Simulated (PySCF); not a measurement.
Input file for PySCF: D3(BJ) and D4 dispersion corrections on BrHSe2 (SMILES [SeH][Se]Br), a point of a torsion scan.

```python
from pyscf import gto
from pyscf.dispersion import dftd3, dftd4

mol = gto.M(
    atom='''
    Se   -1.35365467    0.52612339    0.42390117
    Se    0.79684462    0.94237819   -0.24358075
    Br    0.60169427    1.37514338   -2.51642898
    H    -1.58993003   -0.62804109   -0.43931061
    ''',
    basis='def2-svp',
    charge=0, spin=0, verbose=0, max_memory=1800)
d3, d4 = {}, {}
for xc in ['hf', 'pbe', 'blyp', 'revpbe', 'tpss', 'r2scan', 'b3lyp', 'pbe0', 'bhlyp', 'camb3lyp', 'b2plyp']:
    d3[xc] = float(dftd3.DFTD3Dispersion(mol, xc=xc, version='d3bj', atm=False).get_dispersion()['energy'])
    print(f'D3(BJ) {xc:10s} {d3[xc]:14.8f} Eh')
for xc in ['hf', 'pbe', 'blyp', 'revpbe', 'tpss', 'r2scan', 'b3lyp', 'pbe0', 'bhlyp', 'camb3lyp', 'b2plyp']:
    d4[xc] = float(dftd4.DFTD4Dispersion(mol, xc={'camb3lyp': 'cam-b3lyp'}.get(xc, xc), atm=True).get_dispersion()['energy'])
    print(f'D4     {xc:10s} {d4[xc]:14.8f} Eh')
```

Output:

```
D3(BJ) hf            -0.04007377 Eh
D3(BJ) pbe           -0.00464788 Eh
D3(BJ) blyp          -0.01147162 Eh
D3(BJ) revpbe        -0.01047335 Eh
D3(BJ) tpss          -0.00633217 Eh
D3(BJ) r2scan        -0.00123964 Eh
D3(BJ) b3lyp         -0.00974692 Eh
D3(BJ) pbe0          -0.00449103 Eh
D3(BJ) bhlyp         -0.00915981 Eh
D3(BJ) camb3lyp      -0.00491368 Eh
D3(BJ) b2plyp        -0.00541010 Eh
D4     hf            -0.01576017 Eh
D4     pbe           -0.00511053 Eh
D4     blyp          -0.01086374 Eh
D4     revpbe        -0.01162048 Eh
D4     tpss          -0.00682060 Eh
D4     r2scan        -0.00101489 Eh
D4     b3lyp         -0.00856023 Eh
D4     pbe0          -0.00435738 Eh
D4     bhlyp         -0.00839796 Eh
D4     camb3lyp      -0.00460809 Eh
D4     b2plyp        -0.00349365 Eh
```

The run finished.

Cost: very roughly 0.010 core-seconds.
